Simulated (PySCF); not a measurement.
A run that did not reach its result, on `COc1cnccn1` (2-methoxypyrazine) (driver script around PySCF, density fitting, GFN2-xTB geometry as the base; each input is a line of settings and coordinates in Å).

Command:
```bash
OMP_NUM_THREADS=1 python probes_run.py task.json out
```
Input:
```
{"job": {"kind": "j", "xc": "M06-2X", "basis": "SBKJC-VDZ", "grid": 0, "scf": {"max_cycle": 99}}, "charge": 0, "multiplicity": 1}
C     -2.396513    -0.554546     0.098982
O     -1.589625     0.604071     0.220881
C     -0.272954     0.419042     0.088786
C      0.587943     1.528617     0.186727
N      1.887063     1.392475     0.060798
C      2.363368     0.168493    -0.161978
C      1.520049    -0.921310    -0.257683
N      0.202601    -0.798641    -0.132940
H     -3.423535    -0.217037     0.217254
H     -2.255381    -1.017247    -0.879971
H     -2.141144    -1.283762     0.870745
H      0.200500     2.520473     0.366739
H      3.435176     0.083035    -0.262190
H      1.881773    -1.924135    -0.438315
```

Output:
```
NotImplementedError: meta-GGA kernel
```

Hardware: one thread of an Arm Neoverse V1, shared host with 32 logical CPUs at a one-minute load of 9.0. Cost: 1.6 s of wall time, 0.49 GiB resident at most.

Question: Diagnose the run.

Answer: M06-2X is a meta-GGA, and the driver's response routines have no response kernel for that class; the run stopped after the SCF. Use a GGA or a hybrid of one here, or a program that has the terms. This is a limit of the driver, not of the theory.

Shape of the structure used: `[CH3:1][O:2][c:3]1[cH:4][n:5][cH:6][cH:7][n:8]1`: C1–O2–C3–C4 179°.
